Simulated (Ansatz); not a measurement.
Geometry optimisation, RKS PBE0/STO-3G (Ansatz 0.2.0).

The input (input.yaml):

```yaml
crystal:
  periodic: [false, false, false]
  atoms:
    - { symbol: Al, position_ang: [0.507283, 1.181259, 0.752976] }
    - { symbol: Cl, position_ang: [-1.102878, 2.424645, -0.005341] }
    - { symbol: C, position_ang: [1.992405, 0.72043, -0.321176] }
    - { symbol: Cl, position_ang: [0.424825, 0.756406, 2.781188] }
    - { symbol: H, position_ang: [-1.022138, -0.220098, 0.024274] }
    - { symbol: Si, position_ang: [-1.761668, -1.412021, -0.317683] }
    - { symbol: H, position_ang: [2.531901, -0.141786, 0.08259] }
    - { symbol: H, position_ang: [2.700315, 1.554179, -0.37812] }
    - { symbol: H, position_ang: [1.688717, 0.482653, -1.344819] }
    - { symbol: H, position_ang: [-3.01235, -1.385226, 0.395817] }
    - { symbol: H, position_ang: [-0.970322, -2.551981, 0.072268] }
    - { symbol: H, position_ang: [-1.976191, -1.408459, -1.741972] }
basis:
  gaussian: { orbitals: STO-3G }
hamiltonian:
  xc: pbe0
relax:
  f_tol: 0.03
  max_steps: 50
```

Launched with:

```bash
$ ansatz run input.yaml --threads 1 --pin off --max-ram 2048MiB --backend cpu --events-out ev --progress --plain --runs-dir out
```

Task: Where does it end, and by what steps?

Result: The run converged. The force dipped under the threshold on the way, but the program's further checks kept it going. Limits of this set-up: minimal basis. After 10 steps the energy has fallen by 0.231 eV; H7 moved furthest, 0.33 Å.

```csv
step,energy less start (eV),largest force component (eV/Å),accepted
0,0.0000,1.551,yes
1,-0.1739,0.392,yes
2,-0.1908,0.398,yes
3,-0.2064,0.431,yes
4,-0.2293,0.035,yes
5,-0.2299,0.014,yes
6,-0.2303,0.021,yes
7,-0.2305,0.029,yes
8,-0.2307,0.037,yes
9,-0.2308,0.033,yes
10,-0.2309,0.020,yes
```

```xyz
12
Properties=species:S:1:pos:R:3
Al 0.342 1.165 0.656
Cl -0.988 2.620 -0.017
C 1.873 0.702 -0.358
Cl 0.245 0.744 2.694
H -0.752 -0.338 0.112
Si -1.644 -1.447 -0.263
H 2.269 -0.277 -0.072
H 2.675 1.433 -0.206
H 1.658 0.677 -1.431
H -2.869 -1.270 0.475
H -0.962 -2.664 0.097
H -1.847 -1.347 -1.687
```

Time of the run: 34 s on 1 thread of Arm Neoverse V2 (shared host), peak memory 0.15 GiB.
